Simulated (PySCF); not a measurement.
Molfile (atoms numbered from 1):
```
C7H13FSi
     RDKit          3D

 22 22  0  0  0  0  0  0  0  0999 V2000
    3.3541    0.3731    0.0523 C   0  0  0  0  0  0  0  0  0  0  0  0
    2.1718    0.4633   -0.5299 C   0  0  0  0  0  0  0  0  0  0  0  0
    0.8979   -0.0395    0.0540 C   0  0  2  0  0  0  0  0  0  0  0  0
    0.1069   -0.8550   -0.9745 C   0  0  0  0  0  0  0  0  0  0  0  0
   -1.2178   -1.3961   -0.4397 C   0  0  1  0  0  0  0  0  0  0  0  0
   -0.9730   -2.1554    0.6947 F   0  0  0  0  0  0  0  0  0  0  0  0
   -2.2641   -0.3329   -0.1090 C   0  0  0  0  0  0  0  0  0  0  0  0
   -1.8456    0.5739    1.0469 C   0  0  0  0  0  0  0  0  0  0  0  0
   -0.1781    1.4079    0.6888 Si  0  0  0  0  0  4  0  0  0  0  0  0
    4.2467    0.7776   -0.3940 H   0  0  0  0  0  0  0  0  0  0  0  0
    3.4750   -0.1097    1.0082 H   0  0  0  0  0  0  0  0  0  0  0  0
    2.0785    0.9536   -1.4911 H   0  0  0  0  0  0  0  0  0  0  0  0
    1.1341   -0.6958    0.8968 H   0  0  0  0  0  0  0  0  0  0  0  0
    0.7161   -1.7049   -1.2974 H   0  0  0  0  0  0  0  0  0  0  0  0
   -0.1097   -0.2470   -1.8557 H   0  0  0  0  0  0  0  0  0  0  0  0
   -1.6385   -2.1034   -1.1701 H   0  0  0  0  0  0  0  0  0  0  0  0
   -3.1979   -0.8423    0.1455 H   0  0  0  0  0  0  0  0  0  0  0  0
   -2.4402    0.2556   -1.0114 H   0  0  0  0  0  0  0  0  0  0  0  0
   -1.7695   -0.0332    1.9499 H   0  0  0  0  0  0  0  0  0  0  0  0
   -2.6317    1.3068    1.2264 H   0  0  0  0  0  0  0  0  0  0  0  0
   -0.3335    2.4095   -0.3763 H   0  0  0  0  0  0  0  0  0  0  0  0
    0.4082    2.0132    1.8848 H   0  0  0  0  0  0  0  0  0  0  0  0
  1  2  2  0
  2  3  1  0
  3  4  1  0
  4  5  1  0
  5  6  1  0
  5  7  1  0
  7  8  1  0
  8  9  1  0
  9  3  1  0
  1 10  1  0
  1 11  1  0
  2 12  1  0
  3 13  1  1
  4 14  1  0
  4 15  1  0
  5 16  1  6
  7 17  1  0
  7 18  1  0
  8 19  1  0
  8 20  1  0
  9 21  1  0
  9 22  1  0
M  END
```

Theoretical values (PySCF 2.14): structure optimised with GFN2-xTB, σ from GIAO-PBE0/pcSseg-1. Single conformer, non-relativistic, no solvent model.

δ = σ(ref) − σ, references computed at the same level: TMS for ¹³C and ¹H and ²⁹Si; ¹⁹F against CFCl3.

```json
{"atoms": "H12", "nucleus": "¹H", "count": "1", "δ (ppm)": "5.92"}
{"atoms": "H22", "nucleus": "¹H", "count": "1", "δ (ppm)": "3.97"}
{"atoms": "H10", "nucleus": "¹H", "count": "1", "δ (ppm)": "5.12"}
{"atoms": "F6", "nucleus": "¹⁹F", "count": "1", "δ (ppm)": "?"}
{"atoms": "C8", "nucleus": "¹³C", "count": "1", "δ (ppm)": "?"}
{"atoms": "H20", "nucleus": "¹H", "count": "1", "δ (ppm)": "0.73"}
{"atoms": "H13", "nucleus": "¹H", "count": "1", "δ (ppm)": "?"}
{"atoms": "C1", "nucleus": "¹³C", "count": "1", "δ (ppm)": "118.0"}
{"atoms": "C3", "nucleus": "¹³C", "count": "1", "δ (ppm)": "?"}
{"atoms": "H14", "nucleus": "¹H", "count": "1", "δ (ppm)": "2.48"}
{"atoms": "C2", "nucleus": "¹³C", "count": "1", "δ (ppm)": "149.4"}
{"atoms": "H16", "nucleus": "¹H", "count": "1", "δ (ppm)": "5.13"}
{"atoms": "H21", "nucleus": "¹H", "count": "1", "δ (ppm)": "?"}
{"atoms": "H15", "nucleus": "¹H", "count": "1", "δ (ppm)": "1.33"}
{"atoms": "Si9", "nucleus": "²⁹Si", "count": "1", "δ (ppm)": "-43.5"}
{"atoms": "C5", "nucleus": "¹³C", "count": "1", "δ (ppm)": "91.9"}
{"atoms": "H11", "nucleus": "¹H", "count": "1", "δ (ppm)": "?"}
{"atoms": "H18", "nucleus": "¹H", "count": "1", "δ (ppm)": "?"}
{"atoms": "C7", "nucleus": "¹³C", "count": "1", "δ (ppm)": "32.7"}
{"atoms": "C4", "nucleus": "¹³C", "count": "1", "δ (ppm)": "40.4"}
{"atoms": "H17", "nucleus": "¹H", "count": "1", "δ (ppm)": "2.52"}
{"atoms": "H19", "nucleus": "¹H", "count": "1", "δ (ppm)": "1.39"}
```

**Question.** Complete the table.

**Answer.** 
- C3: 29.3 ppm, allylic sp3 CH bonded to Si
- C8: 4.7 ppm, sp3 CH2 bonded to Si; an electropositive neighbour leaves it electron-rich and shielded
- H11: 5.38 ppm, hydrogen on a terminal =CH2 carbon; olefinic region
- H21: 3.88 ppm, hydrogen on a silicon bonded to 2 C, in a 6-membered ring
- H13: 2.42 ppm, hydrogen on an allylic sp3 CH bonded to Si; allylic position
- H18: 1.33 ppm, hydrogen on an sp3 CH2 in a ring
- F6: -226.3 ppm, fluorine on an sp3 carbon

Shifts are as computed. Against solution values, carbons near 30 ppm lie about +3 ppm off and those near 130 ppm about +5 ppm. Of 1211 compounds with measured shifts, 218 miss one by over three times the rms of a fit or turn the order of signals round; such compounds aren't used in these exercises. Unscaled 19F shifts against computed CFCl3 carry errors that often reach 10 to 50 ppm.
